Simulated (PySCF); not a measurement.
Zn(Et) (C2H5Zn), SMILES [Zn+][CH2]C, charge +1.

Geometry optimised at B3LYP-D3(BJ)/def2-SVP. The spin state was assumed, not searched. The isomer is the one that the SMILES or the coordinates give; other isomers of the formula were not compared.

All values below come from B3LYP-D3(BJ)/def2-SVP run with PySCF 2.14.0.

Frequencies are harmonic and unscaled.

Computed vibrational spectrum:
```
mode  ν (cm⁻¹)  IR (km/mol)  Raman (Å⁴/amu)  depolarisation  moving atoms (share of kinetic energy)
----  --------  -----------  --------------  --------------  --------------------------------------
1          213          4.4            13.9            0.34                 C 56 %, Zn 23 %, H 21 %
2          257          2.7             0.5            0.75                                  H 91 %
3          374         32.3            22.3            0.16                 C 68 %, H 19 %, Zn 12 %
4          688         19.2             1.8            0.75                          H 87 %, C 13 %
5          904          0.8             4.1            0.75                                  H 95 %
6          915         69.7            15.0            0.29                          H 78 %, C 22 %
7         1045         80.3            35.3            0.50                          C 69 %, H 31 %
8         1133        236.2            44.7            0.17                          H 75 %, C 25 %
9         1219          1.5             1.0            0.75                          H 72 %, C 28 %
10        1369         10.1            62.0            0.46                          H 86 %, C 14 %
11        1420         23.4            22.6            0.75                                  H 97 %
12        1437          5.8             6.0            0.44                          H 89 %, C 11 %
13        1469          2.9            12.3            0.74                          H 90 %, C 10 %
14        2986         65.5           701.7            0.23                                  H 95 %
15        3084         11.3           144.3            0.05                                  H 95 %
16        3103         14.7            92.0            0.74                                  H 93 %
17        3158          3.0            87.5            0.75                          H 90 %, C 10 %
18        3176         11.2            40.5            0.75                          H 90 %, C 10 %
```
